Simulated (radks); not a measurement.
Values are calculated unless marked as measured or tabulated.
Problem. Nb V, 37 electrons, occupied as [Kr] 4d1. Level of theory: scalar-relativistic Kohn-Sham, PBEsol, spin-polarised, spherical densities, finite nucleus; open shells are filled with parallel spins first (spin-orbit coupling, left out, can overturn this in heavy ions); Fermi nuclear charge, rms radius 4.324 fm (a radial shooting solver on a logarithmic mesh with Libxc functionals). Some entries of the table are withheld. Estimate them.

orbital,occ.,eigenvalue (eV),<1/r> (bohr^-1),<r> (bohr)
1s down,1,-18842.84,42.38,0.03611
1s up,1,-18842.84,42.38,0.03611
2s up,1,-2676.694,9.521,0.1581
2s down,1,-2676.559,9.521,0.1581
2p up,3,-2395.641,9.269,0.1378
2p down,3,-2395.540,9.270,0.1378
3s up,1,-485.3442,3.251,0.4434
3s down,1,-485.2663,3.251,0.4434
3p up,3,-393.5003,3.091,0.4459
3p down,3,-393.4132,3.091,0.4459
3d up,5,-243.3059,(1),0.4327
3d down,5,-243.1749,(2),0.4326
4s up,1,-103.7624,1.195,1.137
4s down,1,-102.9737,1.198,1.134
4p up,3,-79.1421,1.069,1.252
4p down,3,-78.2621,1.072,1.249
4d up,1,-43.8384,0.8143,1.602
4d down,0,-42.8457,0.8158,1.602

Solution. 
(1) 3d up <1/r> (bohr^-1): 2.856
(2) 3d down <1/r> (bohr^-1): 2.856
